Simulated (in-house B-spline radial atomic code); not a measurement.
A calculation on Kr IV (Kr3+) (an excited or competing configuration): its settings, and results tabulated from the run. Level of theory: scalar-relativistic (X2C) wB97X, spin-polarised, spherical fractional occupations, exact exchange averaged over the configuration, Fermi nucleus of rms radius 4.1884 fm; calculated with an all-electron radial atomic-structure program (B-spline basis).

Command:
```bash
python run_scf.py task.json out
```
Settings (nuclear radius in fm, mass in u):
```
Z                36
configuration    [Ne] 3s2 3p5 3d10 4s2 4p3 5s1
hamiltonian      x2c
method           wb97x
spin_polarised   True
nucleus          fermi
rms_radius       4.1884
atomic_mass      83.9115
speed_of_light   137.035999084
exact_exchange   averaged over the configuration
```

Output (hartree, bohr):
```
 radial grid: 73 intervals, B-splines of order 8, outer radius 39.1892 bohr

 iter        energy (Eh)    residual
    1       -2776.206397    4.06e-01
    2       -2778.239053    2.44e-01
    3       -2779.150489    3.68e-02
    4       -2779.176910    1.46e-02
    5       -2779.178195    3.86e-03
    6       -2779.178451    1.18e-03
    7       -2779.178474    2.37e-04
    8       -2779.178475    4.30e-05
    9       -2779.178475    7.89e-06
   10       -2779.178475    1.33e-06
   11       -2779.178475    6.23e-07
   12       -2779.178475    2.36e-07

 total energy                     -2779.17847
 kinetic                            2854.1283
 electron-nucleus                  -6646.0114
 Hartree                            1107.3996
 exact exchange                      -18.9353
 exchange-correlation                -75.7597

 orbital      occ     eigenvalue          <r>       <r^2>       <1/r>       r_max
 1s up      1.000      -524.0890    0.0410486  0.00228131     37.6815     0.02657
 1s down    1.000      -524.0373    0.0410454  0.00228095     37.6839     0.02657
 2s up      1.000       -71.6749     0.183003   0.0395562     8.33143       0.154
 2s down    1.000       -71.6388     0.182957   0.0395294     8.33153      0.1541
 2p up      3.000       -63.6772     0.159833   0.0312748     8.00557      0.1232
 2p down    3.000       -63.6170     0.159884   0.0312926     8.00258      0.1232
 3s up      1.000       -12.4146     0.524422    0.315772     2.76028      0.4649
 3s down    1.000       -12.2762     0.525229    0.316656     2.75325      0.4653
 3p up      3.000        -9.8354     0.532564    0.331129     2.58751      0.4606
 3p down    2.000        -9.7275     0.533584    0.332339     2.58215      0.4612
 3d up      5.000        -5.5593     0.537692    0.352509     2.32489      0.4068
 3d down    5.000        -5.4580     0.537482    0.351863     2.32504      0.4068
 4s up      1.000        -2.7677      1.39391      2.1893    0.963453       1.257
 4s down    1.000        -2.5700       1.4053     2.22926    0.958814       1.252
 4p up      3.000        -2.0883      1.54995     2.72733    0.853287       1.372
 5s up      1.000        -0.9616      3.17947     11.2741    0.412913        2.99
```

Time taken, with all properties: 1.9 s on 1 thread of Arm Neoverse N1 (shared host).

One-electron X2C: radii and densities carry no picture-change correction, so inner-shell <1/r> comes out high (for 1s by about 2 % at Z = 33, 5 % at 54, 10 % at 75, 30 % at 118) and <r> low.
